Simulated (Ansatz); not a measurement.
What a proton shuttle does

BHF₂ ([F][BH][F]) + H₂O → BHOF₂ ([OH][B]([F])[F]) + H₂ (links in brackets), a four-centre ligand exchange, has a barrier of 30.31 kcal/mol above its start structure and a step energy of -18.94 kcal/mol. One HF is now added to the ring of the saddle, taking the hydrogen and handing on one of its own. Gas-phase electronic energies, without zero-point energy, by CCSD(T) at an estimated basis limit (MP2 extrapolated from triple and quadruple zeta, plus CCSD(T) − MP2 in triple zeta); Ansatz 0.2.0, def2-TZVPP and QZVPP, frozen cores, on PBE0-D4/def2-TZVP structures. Extrapolation: Hartree–Fock as exp(−7.88 √X), correlation as X^−2.97. Each barrier counts from its own start structure, which holds all the molecules, is reached by relaxing down from the saddle and may not be the deepest complex; no counterpoise correction.

(1) What are the barrier and the step energy with the shuttle? (To be estimated.)

The T1 diagnostic stays at or below 0.014.

For scale, one of the runs: CCSD(T)/def2-TZVPP, 211 basis functions (an equivalent command: `ansatz run in.yaml --threads 4`). Hardware: 4 CPU threads, shared host. Wall time 110 s; peak host memory 3.4 GiB.

Answers

(1) The calculation gives: Barrier 19.28 kcal/mol, 11.03 kcal/mol lower than without; step energy -18.55 kcal/mol, both from the start structure. Counted from all the molecules apart, the saddle lies at 6.78 kcal/mol with the shuttle and at 23.86 kcal/mol without; the start well goes from -6.45 to -12.49 kcal/mol. At the saddle the angle at each passing proton is O–H···H 134° without the shuttle, against O–H···F 155° and F–H···H 168° with it. Bringing in the extra molecule costs entropy, which these electronic energies leave out.
